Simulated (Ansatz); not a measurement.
```yaml
crystal:
  periodic: [false, false, false]
  atoms:
    - {symbol: I, position_ang: [-1.714012, 0.643189, -0.071702]}
    - {symbol: B, position_ang: [-0.557904, 0.452689, -0.043249]}
    - {symbol: C, position_ang: [0.267461, 0.562421, 0.148468]}
    - {symbol: Si, position_ang: [0.139326, -0.812605, -0.005590]}
    - {symbol: H, position_ang: [0.735443, 0.614546, -0.295236]}
    - {symbol: H, position_ang: [0.311992, 0.946199, 0.599876]}
    - {symbol: H, position_ang: [0.993230, -1.154253, -0.752526]}
    - {symbol: H, position_ang: [0.033083, -1.447479, 0.333232]}
basis:
  gaussian: {orbitals: x2c-TZVPPall, point_charges: [{charge: -1.00, position_ang: [5.102, 0.171, 0.256]}]}
total_charge: -1
magnetization: {spin_polarized: true, initial_magnetization: 1}
hamiltonian: {xc: {name: HSE06}, pseudopotentials: {relativity: scalar}}
output: {forces: true}
```

```sh
$ ansatz run in.yaml --threads 2 --pin off --events-out ev --progress --plain --max-ram 4352MiB
```

It prints (some lines left out):

```
Functional definition: HSE06
1495 factors; their error is unknown
87 factors; integrals over basis functions are off by at most 2.8e-7 eV
mean field evaluation 1: about -203124.9612 eV, gradient 1.3e2 eV
mean field evaluation 2: about -202816.1739 eV, gradient 2.5e2 eV
mean field evaluation 4: about -203176.0459 eV, gradient 1.8e1 eV
mean field evaluation 8: about -203177.0432 eV, gradient 5.3e-1 eV
mean field evaluation 16: about -203177.3085 eV, gradient 6.0e-3 eV
mean field -203177.30845999 eV, -7466.6283673788 hartree, gradient 3.0e-5 eV, S^2 0.755002; 6 other end points of the search recorded, 0 dependent functions left out
reference -203177.30849237 eV, -7466.6283685684 hartree; 42, 41 occupied and 178, 179 virtual orbitals, 1495 factors
Total energy: -203177.30849237 eV, -7466.6283685684 hartree
Relativity: scalar
Atom 0 at    -1.714012     0.643189    -0.071702 Å, force  -137.566606    24.990338    -2.877449 eV/Å
Atom 1 at    -0.557904     0.452689    -0.043249 Å, force     7.522487   -26.536950   -25.626244 eV/Å
Atom 2 at     0.267461     0.562421     0.148468 Å, force    63.252153   -22.703790     4.110108 eV/Å
Atom 3 at     0.139326    -0.812605    -0.005590 Å, force    17.275585    49.450995   -42.002337 eV/Å
Atom 4 at     0.735443     0.614546    -0.295236 Å, force    47.452411     5.841871   -40.328453 eV/Å
Atom 5 at     0.311992     0.946199     0.599876 Å, force    10.049335    56.732265    66.926364 eV/Å
Atom 6 at     0.993230    -1.154253    -0.752526 Å, force     8.031293    -2.622325    -7.564232 eV/Å
Atom 7 at     0.033083    -1.447479     0.333232 Å, force   -16.367340   -85.201375    47.422988 eV/Å
Dipole moment:     0.038136     0.060946    -0.902775 e Å
```

In this input the geometry is squeezed to about two thirds of its size. The run converged. The result belongs to that input, not to the molecule as meant.
